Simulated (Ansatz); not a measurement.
Geometry optimisation of `C=C[SiH](F)N[SiH2]F`.

```yaml
crystal:
  periodic: [false, false, false]
  atoms:
    - {symbol: C, position_ang: [-0.280010, -0.421120, -2.102110]}
    - {symbol: C, position_ang: [-0.810780, 0.598180, -1.443580]}
    - {symbol: Si, position_ang: [-0.055310, 1.394610, 0.078560]}
    - {symbol: F, position_ang: [-1.067800, 2.557650, 0.570740]}
    - {symbol: N, position_ang: [-0.017710, 0.309420, 1.427600]}
    - {symbol: Si, position_ang: [0.607800, -1.291060, 1.516380]}
    - {symbol: F, position_ang: [1.941250, -1.305210, 0.617340]}
    - {symbol: H, position_ang: [0.650280, -0.869860, -1.794650]}
    - {symbol: H, position_ang: [-0.749930, -0.858130, -2.970460]}
    - {symbol: H, position_ang: [-1.746050, 1.012390, -1.803600]}
    - {symbol: H, position_ang: [1.221210, 2.062070, -0.124910]}
    - {symbol: H, position_ang: [-0.460100, 0.659530, 2.261090]}
    - {symbol: H, position_ang: [1.014870, -1.563940, 2.883940]}
    - {symbol: H, position_ang: [-0.247720, -2.284530, 0.883660]}
basis:
  gaussian: {orbitals: def2-TZVP}
hamiltonian: {xc: pbe0, dispersion: d4}
relax: {f_tol: 0.005, max_steps: 150}
```

```sh
$ ansatz run in.yaml --threads 2 --pin off --events-out ev --progress --plain --max-ram 32768MiB --backend cuda --devices 0, --max-vram 18GiB
```

Output, abridged:

```
Functional definition: PBE0
mean field -24859.71950389 eV, -913.5778412450 hartree, gradient 6.9e-5 eV, S^2 0.000000; 0 other end points of the search recorded, 0 dependent functions left out
relax step   1: F+E_penalty+E_count = -24860.03603224 eV  Δ(F+E_penalty+E_count) = +0.000e0 eV  max|allowed force component| = 1.215e0 eV/Å  Δτ_max = 0.0000 Å  (29 SCF iters, accepted)
mean field -24859.79300471 eV, -913.5805423503 hartree, gradient 6.7e-6 eV, S^2 0.000000; 0 other end points of the search recorded, 0 dependent functions left out
relax step   2: F+E_penalty+E_count = -24860.11044079 eV  Δ(F+E_penalty+E_count) = -7.441e-2 eV  max|allowed force component| = 4.191e-1 eV/Å  Δτ_max = 0.0870 Å  (32 SCF iters, accepted)
mean field -24859.80934851 eV, -913.5811429738 hartree, gradient 7.6e-6 eV, S^2 0.000000; 0 other end points of the search recorded, 0 dependent functions left out
relax step   3: F+E_penalty+E_count = -24860.12840443 eV  Δ(F+E_penalty+E_count) = -1.796e-2 eV  max|allowed force component| = 2.425e-1 eV/Å  Δτ_max = 0.1043 Å  (32 SCF iters, accepted)
mean field -24859.82017977 eV, -913.5815410153 hartree, gradient 8.4e-6 eV, S^2 0.000000; 0 other end points of the search recorded, 0 dependent functions left out
relax step   4: F+E_penalty+E_count = -24860.13971187 eV  Δ(F+E_penalty+E_count) = -1.131e-2 eV  max|allowed force component| = 4.772e-1 eV/Å  Δτ_max = 0.1416 Å  (32 SCF iters, accepted)
mean field -24859.83641149 eV, -913.5821375201 hartree, gradient 7.0e-6 eV, S^2 0.000000; 0 other end points of the search recorded, 0 dependent functions left out
relax step   5: F+E_penalty+E_count = -24860.15593546 eV  Δ(F+E_penalty+E_count) = -1.622e-2 eV  max|allowed force component| = 4.758e-1 eV/Å  Δτ_max = 0.0696 Å  (32 SCF iters, accepted)
mean field -24859.85740834 eV, -913.5829091398 hartree, gradient 2.1e-5 eV, S^2 0.000000; 0 other end points of the search recorded, 0 dependent functions left out
relax step   6: F+E_penalty+E_count = -24860.17692325 eV  Δ(F+E_penalty+E_count) = -2.099e-2 eV  max|allowed force component| = 7.458e-1 eV/Å  Δτ_max = 0.1924 Å  (30 SCF iters, accepted)
mean field -24859.89870272 eV, -913.5844266805 hartree, gradient 1.1e-5 eV, S^2 0.000000; 0 other end points of the search recorded, 0 dependent functions left out
relax step   7: F+E_penalty+E_count = -24860.22081925 eV  Δ(F+E_penalty+E_count) = -4.390e-2 eV  max|allowed force component| = 4.661e-1 eV/Å  Δτ_max = 0.2000 Å  (31 SCF iters, accepted)
mean field -24859.92607443 eV, -913.5854325721 hartree, gradient 1.8e-5 eV, S^2 0.000000; 0 other end points of the search recorded, 0 dependent functions left out
relax step   8: F+E_penalty+E_count = -24860.24839934 eV  Δ(F+E_penalty+E_count) = -2.758e-2 eV  max|allowed force component| = 2.078e-1 eV/Å  Δτ_max = 0.2000 Å  (30 SCF iters, accepted)
mean field -24859.92920424 eV, -913.5855475907 hartree, gradient 2.3e-5 eV, S^2 0.000000; 0 other end points of the search recorded, 0 dependent functions left out
relax step   9: F+E_penalty+E_count = -24860.25108162 eV  Δ(F+E_penalty+E_count) = -2.682e-3 eV  max|allowed force component| = 5.662e-1 eV/Å  Δτ_max = 0.1980 Å  (30 SCF iters, accepted)
mean field -24859.94884400 eV, -913.5862693385 hartree, gradient 2.6e-5 eV, S^2 0.000000; 0 other end points of the search recorded, 0 dependent functions left out
relax step  10: F+E_penalty+E_count = -24860.26994202 eV  Δ(F+E_penalty+E_count) = -1.886e-2 eV  max|allowed force component| = 2.527e-1 eV/Å  Δτ_max = 0.0563 Å  (32 SCF iters, accepted)
mean field -24859.95406966 eV, -913.5864613779 hartree, gradient 2.5e-5 eV, S^2 0.000000; 0 other end points of the search recorded, 0 dependent functions left out
relax step  11: F+E_penalty+E_count = -24860.27344039 eV  Δ(F+E_penalty+E_count) = -3.498e-3 eV  max|allowed force component| = 2.995e-1 eV/Å  Δτ_max = 0.1166 Å  (31 SCF iters, accepted)
mean field -24859.97082807 eV, -913.5870772382 hartree, gradient 1.1e-5 eV, S^2 0.000000; 0 other end points of the search recorded, 0 dependent functions left out
relax step  12: F+E_penalty+E_count = -24860.28738865 eV  Δ(F+E_penalty+E_count) = -1.395e-2 eV  max|allowed force component| = 1.318e-1 eV/Å  Δτ_max = 0.1286 Å  (31 SCF iters, accepted)
mean field -24859.97487126 eV, -913.5872258227 hartree, gradient 1.2e-5 eV, S^2 0.000000; 0 other end points of the search recorded, 0 dependent functions left out
relax step  13: F+E_penalty+E_count = -24860.28932855 eV  Δ(F+E_penalty+E_count) = -1.940e-3 eV  max|allowed force component| = 3.891e-1 eV/Å  Δτ_max = 0.1333 Å  (31 SCF iters, accepted)
mean field -24859.98638852 eV, -913.5876490741 hartree, gradient 1.7e-5 eV, S^2 0.000000; 0 other end points of the search recorded, 0 dependent functions left out
relax step  14: F+E_penalty+E_count = -24860.29796540 eV  Δ(F+E_penalty+E_count) = -8.637e-3 eV  max|allowed force component| = 2.281e-1 eV/Å  Δτ_max = 0.2000 Å  (31 SCF iters, accepted)
mean field -24859.98732523 eV, -913.5876834976 hartree, gradient 2.4e-5 eV, S^2 0.000000; 0 other end points of the search recorded, 0 dependent functions left out
relax step  15: F+E_penalty+E_count = -24860.29837533 eV  Δ(F+E_penalty+E_count) = -4.099e-4 eV  max|allowed force component| = 1.698e-1 eV/Å  Δτ_max = 0.0718 Å  (31 SCF iters, accepted)
mean field -24859.98528287 eV, -913.5876084422 hartree, gradient 2.3e-5 eV, S^2 0.000000; 0 other end points of the search recorded, 0 dependent functions left out
relax step  16: F+E_penalty+E_count = -24860.29695740 eV  Δ(F+E_penalty+E_count) = +1.418e-3 eV  max|allowed force component| = 1.792e-1 eV/Å  Δτ_max = 0.0527 Å  (32 SCF iters, rejected (line search))
mean field -24859.99096355 eV, -913.5878172035 hartree, gradient 2.2e-5 eV, S^2 0.000000; 0 other end points of the search recorded, 0 dependent functions left out
relax step  17: F+E_penalty+E_count = -24860.30208888 eV  Δ(F+E_penalty+E_count) = -3.714e-3 eV  max|allowed force component| = 9.890e-2 eV/Å  Δτ_max = 0.0263 Å  (32 SCF iters, accepted)
[...]
mean field -24859.99573576 eV, -913.5879925790 hartree, gradient 2.2e-5 eV, S^2 0.000000; 0 other end points of the search recorded, 0 dependent functions left out
relax step  22: F+E_penalty+E_count = -24860.30540253 eV  Δ(F+E_penalty+E_count) = +1.897e-5 eV  max|allowed force component| = 5.812e-2 eV/Å  Δτ_max = 0.0462 Å  (31 SCF iters, rejected (line search))
mean field -24859.99560897 eV, -913.5879879194 hartree, gradient 2.1e-5 eV, S^2 0.000000; 0 other end points of the search recorded, 0 dependent functions left out
relax step  23: F+E_penalty+E_count = -24860.30561827 eV  Δ(F+E_penalty+E_count) = -1.968e-4 eV  max|allowed force component| = 2.732e-2 eV/Å  Δτ_max = 0.0225 Å  (32 SCF iters, accepted)
mean field -24859.99628636 eV, -913.5880128131 hartree, gradient 2.2e-5 eV, S^2 0.000000; 0 other end points of the search recorded, 0 dependent functions left out
relax step  24: F+E_penalty+E_count = -24860.30567766 eV  Δ(F+E_penalty+E_count) = -5.939e-5 eV  max|allowed force component| = 4.572e-2 eV/Å  Δτ_max = 0.0488 Å  (31 SCF iters, accepted)
mean field -24859.99664571 eV, -913.5880260188 hartree, gradient 2.0e-5 eV, S^2 0.000000; 0 other end points of the search recorded, 0 dependent functions left out
relax step  25: F+E_penalty+E_count = -24860.30592184 eV  Δ(F+E_penalty+E_count) = -2.442e-4 eV  max|allowed force component| = 2.783e-2 eV/Å  Δτ_max = 0.0152 Å  (33 SCF iters, accepted)
mean field -24859.99674694 eV, -913.5880297389 hartree, gradient 2.0e-5 eV, S^2 0.000000; 0 other end points of the search recorded, 0 dependent functions left out
relax step  26: F+E_penalty+E_count = -24860.30596737 eV  Δ(F+E_penalty+E_count) = -4.553e-5 eV  max|allowed force component| = 1.746e-2 eV/Å  Δτ_max = 0.0046 Å  (33 SCF iters, accepted)
mean field -24859.99694445 eV, -913.5880369974 hartree, gradient 2.0e-5 eV, S^2 0.000000; 0 other end points of the search recorded, 0 dependent functions left out
relax step  27: F+E_penalty+E_count = -24860.30602274 eV  Δ(F+E_penalty+E_count) = -5.537e-5 eV  max|allowed force component| = 8.519e-3 eV/Å  Δτ_max = 0.0128 Å  (33 SCF iters, accepted)
mean field -24859.99708488 eV, -913.5880421579 hartree, gradient 2.0e-5 eV, S^2 0.000000; 0 other end points of the search recorded, 0 dependent functions left out
relax step  28: F+E_penalty+E_count = -24860.30604572 eV  Δ(F+E_penalty+E_count) = -2.298e-5 eV  max|allowed force component| = 5.865e-3 eV/Å  Δτ_max = 0.0108 Å  (33 SCF iters, accepted)
mean field -24859.99715382 eV, -913.5880446916 hartree, gradient 2.0e-5 eV, S^2 0.000000; 0 other end points of the search recorded, 0 dependent functions left out
relax step  29: F+E_penalty+E_count = -24860.30605850 eV  Δ(F+E_penalty+E_count) = -1.278e-5 eV  max|allowed force component| = 5.244e-3 eV/Å  Δτ_max = 0.0049 Å  (32 SCF iters, accepted)
mean field -24859.99720139 eV, -913.5880464399 hartree, gradient 2.0e-5 eV, S^2 0.000000; 0 other end points of the search recorded, 0 dependent functions left out
relax step  30: F+E_penalty+E_count = -24860.30607417 eV  Δ(F+E_penalty+E_count) = -1.566e-5 eV  max|allowed force component| = 6.536e-3 eV/Å  Δτ_max = 0.0052 Å  (33 SCF iters, accepted)
mean field -24859.99720570 eV, -913.5880465983 hartree, gradient 2.0e-5 eV, S^2 0.000000; 0 other end points of the search recorded, 0 dependent functions left out
relax step  31: F+E_penalty+E_count = -24860.30608925 eV  Δ(F+E_penalty+E_count) = -1.508e-5 eV  max|allowed force component| = 7.542e-3 eV/Å  Δτ_max = 0.0067 Å  (33 SCF iters, accepted)
mean field -24859.99716488 eV, -913.5880450980 hartree, gradient 2.0e-5 eV, S^2 0.000000; 0 other end points of the search recorded, 0 dependent functions left out
relax step  32: F+E_penalty+E_count = -24860.30607574 eV  Δ(F+E_penalty+E_count) = +1.350e-5 eV  max|allowed force component| = 1.241e-2 eV/Å  Δτ_max = 0.0126 Å  (33 SCF iters, rejected (line search))
mean field -24859.99716968 eV, -913.5880452746 hartree, gradient 2.0e-5 eV, S^2 0.000000; 0 other end points of the search recorded, 0 dependent functions left out
relax step  33: F+E_penalty+E_count = -24860.30610484 eV  Δ(F+E_penalty+E_count) = -1.559e-5 eV  max|allowed force component| = 6.918e-3 eV/Å  Δτ_max = 0.0061 Å  (33 SCF iters, accepted)
mean field -24859.99711632 eV, -913.5880433136 hartree, gradient 2.0e-5 eV, S^2 0.000000; 0 other end points of the search recorded, 0 dependent functions left out
relax step  34: F+E_penalty+E_count = -24860.30611453 eV  Δ(F+E_penalty+E_count) = -9.692e-6 eV  max|allowed force component| = 6.084e-3 eV/Å  Δτ_max = 0.0072 Å  (32 SCF iters, accepted)
mean field -24859.99708535 eV, -913.5880421753 hartree, gradient 2.0e-5 eV, S^2 0.000000; 0 other end points of the search recorded, 0 dependent functions left out
relax step  35: F+E_penalty+E_count = -24860.30611931 eV  Δ(F+E_penalty+E_count) = -4.778e-6 eV  max|allowed force component| = 6.846e-3 eV/Å  Δτ_max = 0.0044 Å  (33 SCF iters, accepted)
mean field -24859.99706270 eV, -913.5880413430 hartree, gradient 2.0e-5 eV, S^2 0.000000; 0 other end points of the search recorded, 0 dependent functions left out
relax step  36: F+E_penalty+E_count = -24860.30612422 eV  Δ(F+E_penalty+E_count) = -4.910e-6 eV  max|allowed force component| = 6.652e-3 eV/Å  Δτ_max = 0.0034 Å  (33 SCF iters, accepted)
mean field -24859.99706186 eV, -913.5880413121 hartree, gradient 2.0e-5 eV, S^2 0.000000; 0 other end points of the search recorded, 0 dependent functions left out
relax step  37: F+E_penalty+E_count = -24860.30612688 eV  Δ(F+E_penalty+E_count) = -2.666e-6 eV  max|allowed force component| = 3.969e-3 eV/Å  Δτ_max = 0.0016 Å  (34 SCF iters, accepted)
mean field -24859.99706186 eV, -913.5880413121 hartree, gradient 5.8e-5 eV, S^2 0.000000; 1 other end points of the search recorded, 0 dependent functions left out
Total energy: -24860.30616342 eV, -913.5994005848 hartree
Atom 0 at    -0.091550     0.044704    -2.415867 Å, force     0.000050     0.000334     0.002096 eV/Å
Atom 1 at    -0.746344     0.184736    -1.265798 Å, force     0.000863    -0.000963    -0.003969 eV/Å
Atom 2 at    -0.105813     1.294492     0.060252 Å, force    -0.000433     0.001280     0.001959 eV/Å
Atom 3 at    -1.232593     2.346132     0.493581 Å, force     0.000416    -0.000922     0.000376 eV/Å
Atom 4 at     0.339429     0.374425     1.442335 Å, force    -0.000955     0.001929    -0.003410 eV/Å
Atom 5 at     0.294907    -1.317874     1.680939 Å, force     0.003037    -0.002467    -0.000060 eV/Å
Atom 6 at     1.599276    -2.044921     1.105416 Å, force    -0.002104     0.001679     0.000668 eV/Å
Atom 7 at     0.835005     0.577549    -2.613516 Å, force    -0.000551    -0.000236    -0.000334 eV/Å
Atom 8 at    -0.445748    -0.604514    -3.211337 Å, force    -0.000403     0.000067     0.000027 eV/Å
Atom 9 at    -1.673051    -0.367785    -1.124410 Å, force     0.000292     0.000539     0.000468 eV/Å
Atom 10 at     1.032152     2.104170    -0.434388 Å, force     0.000065    -0.001141     0.000287 eV/Å
Atom 11 at     0.780802     0.897941     2.187511 Å, force     0.000256    -0.000170     0.001119 eV/Å
Atom 12 at     0.271738    -1.593828     3.134745 Å, force    -0.000195    -0.000132     0.000839 eV/Å
Atom 13 at    -0.858210    -1.895228     0.960538 Å, force    -0.000338     0.000203    -0.000064 eV/Å
Dipole moment:     0.021110    -0.023492    -0.039980 e Å
```

Run time 89 s (2 threads of an AMD EPYC 7R13 on a shared host and a share of an NVIDIA H100 80 GB); peak host memory 0.93 GiB.
